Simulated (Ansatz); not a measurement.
One change: `O=C(S)CO` becomes `O=C(S)BF`.

Ansatz, PBE0-D4/def2-TZVP geometries, multiplicity 1. Each molecule was computed in one conformer, which needn't be the lowest.

```csv
property,`O=C(S)CO`
LUMO energy (PBE0/def2-TZVPP) / eV,-1.02
zero-point energy (PBE0-D4/def2-TZVP) / kJ/mol,161.5
size of the dipole moment (ωB97M-V/def2-TZVPP) / D,2.03
"ideal-gas entropy at 298 K and 1 bar (rigid rotor, harmonic PBE0-D4/def2-TZVP) / J/(mol·K)",324
size of the dipole moment (B3LYP/def2-TZVPP) / D,2.04
HOMO energy (PBE0/def2-TZVPP) / eV,-8.05
```

**Question.** Give the same properties after the change, and the shifts. (An estimate is asked.)

**Answer.** Ansatz gave: 
```csv
property,`O=C(S)BF`,shift
LUMO energy (PBE0/def2-TZVPP) / eV,-2.50,-1.48
zero-point energy (PBE0-D4/def2-TZVP) / kJ/mol,88.7,-72.8
size of the dipole moment (ωB97M-V/def2-TZVPP) / D,2.94,0.91
"ideal-gas entropy at 298 K and 1 bar (rigid rotor, harmonic PBE0-D4/def2-TZVP) / J/(mol·K)",332,8
size of the dipole moment (B3LYP/def2-TZVPP) / D,2.95,0.91
HOMO energy (PBE0/def2-TZVPP) / eV,-7.65,0.40
```

With PBE0 the HOMO rises by 0.40 eV and the LUMO falls by 1.48 eV, so the gap narrows by about 1.88 eV. PBE moves the HOMO by 0.33 eV and ωB97M-V by 0.42 eV. The zero-point energy changes by -72.8 kJ/mol with -6 modes. Dipoles are sizes alone; their direction can turn. Modes under 60 cm⁻¹, often nearly free rotors, make the harmonic entropy too high.

B3LYP here is the variant with VWN-RPA as its local correlation; programs differ in this.
